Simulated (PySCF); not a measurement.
CH2F, SMILES [CH2]F, multiplicity 2.

Geometry: PBE0-D3(BJ)/def2-TZVPD. The isomer is the one that the SMILES or the coordinates give; other isomers of the formula were not compared.

Calculation: TDA-PBE/def2-TZVPD (PySCF).

Vertical excitations. Isolated molecule, no solvent.

Computed UV-visible absorptions:
```json
[
 {"state": "root 1", "energy (eV)": "4.80", "λ (nm)": "258", "f": "0.023", "main pairs": "α HOMO→LUMO 100 %"},
 {"state": "root 2", "energy (eV)": "5.53", "λ (nm)": "224", "f": "0.000", "main pairs": "α HOMO→LUMO+1 99 %"},
 {"state": "root 3", "energy (eV)": "5.93", "λ (nm)": "209", "f": "0.000", "main pairs": "α HOMO→LUMO+2 8 %, β HOMO→LUMO 91 %"},
 {"state": "root 4", "energy (eV)": "6.17", "λ (nm)": "201", "f": "0.001", "main pairs": "α HOMO→LUMO+2 91 %, β HOMO→LUMO 8 %"},
 {"state": "root 5", "energy (eV)": "6.99", "λ (nm)": "177", "f": "0.014", "main pairs": "α HOMO→LUMO+3 97 %"},
 {"state": "root 6", "energy (eV)": "7.12", "λ (nm)": "174", "f": "0.003", "main pairs": "α HOMO→LUMO+4 98 %"},
 {"state": "root 7", "energy (eV)": "7.76", "λ (nm)": "160", "f": "0.060", "main pairs": "α HOMO→LUMO+5 98 %"},
 {"state": "root 8", "energy (eV)": "7.84", "λ (nm)": "158", "f": "0.007", "main pairs": "α HOMO→LUMO+6 100 %"},
 {"state": "root 9", "energy (eV)": "8.62", "λ (nm)": "144", "f": "0.037", "main pairs": "β HOMO−1→LUMO 91 %"},
 {"state": "root 10", "energy (eV)": "8.68", "λ (nm)": "143", "f": "0.004", "main pairs": "α HOMO−1→LUMO 59 %, β HOMO→LUMO+1 36 %"}
]
```
Unrestricted roots are not spin-pure.
